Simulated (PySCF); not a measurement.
Computed shifts of a molecule C4H4F2, PySCF with PBE0/pcSseg-1, GIAO, gas phase, atoms alike by connectivity averaged where their shifts nearly agree, in ppm (number of nuclei): ¹⁹F: -88.7 (1), -200.8 (1). ¹³C: 166.6 (1), 118.7 (1), 94.9 (1), 35.7 (1). ¹H: 5.94 (1), 5.73 (1), 2.90 (2). References: ¹⁹F against CFCl3 (σ = 167.2 ppm); ¹³C against TMS (σ = 186.3 ppm); ¹H against TMS (σ = 31.56 ppm), references at their B3LYP-D3(BJ)/def2-TZVP geometries, non-relativistic. Geometry optimised at PBE-D3(BJ)/def2-SVP. Other conformers were not sampled.

**Question.** Pick the molecule that these values belong to.
A) FC1=CC[C@H]1F
B) C#CCC(F)F
C) FC1(F)C=CC1
D) C#CC(C)(F)F

**Answer.** A, FC1=CC[C@H]1F
